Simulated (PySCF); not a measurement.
**Assigning NMR signals**

Atoms are numbered as in `[CH2:1]=[C:2]([C:3]#[C:4][SiH2:5][CH3:6])[C:7]([CH3:8])=[O:9]` (H(Xn): hydrogen on atom n). Ha(C1) is cis to C3; Hb(C1) is trans to C3.

- GFN2-xTB geometry
- GIAO PBE0/pcSseg-1 shieldings
- program: PySCF
- equivalent nuclei averaged, no solvent, a single conformation, no relativistic terms

Referencing at the same level of theory: 13C (σ = 186.93 ppm) and 1H (σ = 31.72 ppm) vs TMS.

(1) Assign these signals to the numbered atoms. 13C{1H} NMR (computed): δ 197.8, 146.0, 133.9, 113.5, 103.5, 32.9, -4.9.

(2) Assign these signals to the numbered atoms. 1H NMR (500 MHz, computed): δ 7.22 (br s, 1H), 6.39 (br s, 1H), 4.60 (q, 2H), 2.54 (s, 3H), 0.37 (t, 3H).

Results:

(1) 
| δ (ppm) | atoms | environment | reason |
| --- | --- | --- | --- |
| 197.8 | C7 | ketone carbonyl carbon | low-lying n→π* states of the double bond to the heteroatom give a large paramagnetic term (-259 ppm) |
| 146.0 | C1 | β carbon of a C=C–C=O unit | conjugation with the carbonyl draws π density from the β position |
| 133.9 | C2 | α carbon of a C=C–C=O unit | an sp2 carbon of a C=C bond |
| 113.5 | C3 | alkyne carbon | – |
| 103.5 | C4 | alkyne carbon | the triple bond shields along its axis, which puts it between sp3 and sp2 carbons |
| 32.9 | C8 | methyl carbon α to a carbonyl | α to the electron-withdrawing carbonyl group |
| -4.9 | C6 | methyl carbon bonded to Si | an electropositive neighbour leaves it electron-rich and shielded |

(2) 
7.22 → Hb(C1), hydrogen on a β carbon of a C=C–C=O unit: olefinic region
6.39 → Ha(C1), hydrogen on a β carbon of a C=C–C=O unit
4.60 → H(Si5), hydrogen on a silicon bonded to 2 C
2.54 → H(C8), hydrogen on a methyl carbon α to a carbonyl: α to C=O
0.37 → H(C6), hydrogen on a methyl carbon bonded to Si: an electropositive neighbour shields it, as in TMS itself

Shifts are as computed. Against solution values, carbons near 30 ppm lie about +3 ppm off and those near 130 ppm about +5 ppm. Of 1211 compounds with measured shifts, 218 miss one by over three times the rms of a fit or turn the order of signals round; such compounds aren't used in these exercises. No couplings were computed; multiplicities are counted from neighbouring protons, with m where these are inequivalent, close in shift, in a saturated or five-membered ring or joined by F or P, and br s for small geminal =CH2 splittings.
